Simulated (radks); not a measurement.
Values are calculated unless marked as measured or tabulated.
Question: Species: Tb42+. Configuration: [Ar] 3d5 (the NIST ground configuration). Level of theory: scalar-relativistic Kohn-Sham, PBE, spin-polarised, spherical densities, finite nucleus; open shells are filled with parallel spins first (spin-orbit coupling, left out, can overturn this in heavy ions); Fermi nuclear charge, rms radius 5.06 fm (a radial shooting solver on a logarithmic mesh with Libxc functionals). Some entries of the table are withheld. Estimate them.

orbital,occ.,eigenvalue (Ry),r(max) (bohr),<r^2> (bohr^2)
1s up,1,-3979.313,0.01364,0.0006316
1s down,1,-3979.297,0.01364,0.0006315
2s up,1,-796.7388,0.07735,0.009784
2s down,1,-795.1767,0.07727,0.009760
2p up,3,-727.1126,0.06265,0.007885
2p down,3,-725.9056,0.06258,0.007858
3s up,1,-287.0199,0.2134,0.05925
3s down,1,-285.3070,0.2137,0.05956
3p up,3,-265.6517,0.2080,0.05804
3p down,3,-263.8899,0.2084,0.05841
3d up,5,-240.9195,0.1671,0.04632
3d down,0,-238.6967,0.1677,0.04674
4s up,0,-144.6472,0.4409,(1)
4s down,0,-144.0501,0.4422,(2)
4p up,0,-136.1889,0.4462,0.2257
4p down,0,-135.5867,0.4476,0.2271

Answer: 
(1) 4s up <r^2> (bohr^2): 0.2194
(2) 4s down <r^2> (bohr^2): 0.2207
